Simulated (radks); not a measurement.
Values are calculated unless marked as measured or tabulated.
Hg+, 79 electrons, occupied as [Xe] 4f14 5d10 6s1.

Code: a radial shooting solver on a logarithmic mesh with Libxc functionals. Model: scalar-relativistic Kohn-Sham, PBEsol, spin-polarised, spherical densities, point nucleus; open shells are filled with parallel spins first (spin-orbit coupling, left out, can overturn this in heavy ions).

Energy parts (eV):
total: -533804.70
kinetic: 599363.89
electron-nucleus: -1329464.71
Hartree: 206220.92
exchange-correlation: -9924.81

Orbitals (lengths in bohr, moments of r in powers of bohr; r(90%) holds 90 % of the orbital's charge):
1s up: occ. 1; eigenvalue (eV) -83168.22; <r^4> 3.991e-07; <1/r> 97.63; r(90%) 0.0303
1s down: occ. 1; eigenvalue (eV) -83168.19; <r^4> 3.991e-07; <1/r> 97.63; r(90%) 0.0303
2s up: occ. 1; eigenvalue (eV) -14747.64; <r^4> 0.00005822; <1/r> 22.90; r(90%) 0.109
2s down: occ. 1; eigenvalue (eV) -14747.63; <r^4> 0.00005822; <1/r> 22.90; r(90%) 0.109
2p up: occ. 3; eigenvalue (eV) -12717.86; <r^4> 0.00004762; <1/r> 20.28; r(90%) 0.103
2p down: occ. 3; eigenvalue (eV) -12717.85; <r^4> 0.00004762; <1/r> 20.28; r(90%) 0.103
3s up: occ. 1; eigenvalue (eV) -3506.348; <r^4> 0.002100; <1/r> 8.486; r(90%) 0.265
3s down: occ. 1; eigenvalue (eV) -3506.338; <r^4> 0.002100; <1/r> 8.486; r(90%) 0.265
3p up: occ. 3; eigenvalue (eV) -2920.070; <r^4> 0.002321; <1/r> 7.719; r(90%) 0.272
3p down: occ. 3; eigenvalue (eV) -2920.060; <r^4> 0.002321; <1/r> 7.719; r(90%) 0.272
3d up: occ. 5; eigenvalue (eV) -2303.584; <r^4> 0.001783; <1/r> 7.259; r(90%) 0.256
3d down: occ. 5; eigenvalue (eV) -2303.577; <r^4> 0.001783; <1/r> 7.259; r(90%) 0.256
4s up: occ. 1; eigenvalue (eV) -777.6430; <r^4> 0.04669; <1/r> 3.644; r(90%) 0.572
4s down: occ. 1; eigenvalue (eV) -777.6283; <r^4> 0.04669; <1/r> 3.644; r(90%) 0.572
4p up: occ. 3; eigenvalue (eV) -585.4578; <r^4> 0.06260; <1/r> 3.284; r(90%) 0.617
4p down: occ. 3; eigenvalue (eV) -585.4402; <r^4> 0.06260; <1/r> 3.284; r(90%) 0.617
4d up: occ. 5; eigenvalue (eV) -357.6287; <r^4> 0.08581; <1/r> 2.947; r(90%) 0.669
4d down: occ. 5; eigenvalue (eV) -357.6079; <r^4> 0.08581; <1/r> 2.947; r(90%) 0.669
5s up: occ. 1; eigenvalue (eV) -127.3205; <r^4> 1.206; <1/r> 1.506; r(90%) 1.29
5s down: occ. 1; eigenvalue (eV) -127.2985; <r^4> 1.204; <1/r> 1.506; r(90%) 1.29
4f up: occ. 7; eigenvalue (eV) -104.9970; <r^4> 0.1598; <1/r> 2.534; r(90%) 0.772
4f down: occ. 7; eigenvalue (eV) -104.9745; <r^4> 0.1597; <1/r> 2.534; r(90%) 0.772
5p up: occ. 3; eigenvalue (eV) -75.6532; <r^4> 2.268; <1/r> 1.279; r(90%) 1.51
5p down: occ. 3; eigenvalue (eV) -75.6024; <r^4> 2.248; <1/r> 1.280; r(90%) 1.51
5d up: occ. 5; eigenvalue (eV) -19.0112; <r^4> 12.39; <1/r> 0.8922; r(90%) 2.29
5d down: occ. 5; eigenvalue (eV) -18.6824; <r^4> 11.75; <1/r> 0.9010; r(90%) 2.26
6s up: occ. 1; eigenvalue (eV) -15.1679; <r^4> 76.62; <1/r> 0.5079; r(90%) 3.65
6s down: occ. 0; eigenvalue (eV) -14.2628; <r^4> 78.26; <1/r> 0.5087; r(90%) 3.68

The highest occupied level is 6s up at -15.168 eV. The density falls to 0.001 e/bohr^3 at r = 3.88 bohr. Spin moment in Bohr magnetons: 1. Summed over all electrons, <r^2> = 50.24 bohr^2, which gives a Langevin (diamagnetic) susceptibility term of -39.8 x 10^-6 cm^3/mol. For comparison, the ionisation energy in NIST's Atomic Spectra Database is 18.757 eV (measured). In exact Kohn-Sham theory the highest level is minus the ionisation energy, but local and semilocal functionals leave it too shallow, through self-interaction and a potential that decays too fast; potentials with the right tail come closer.
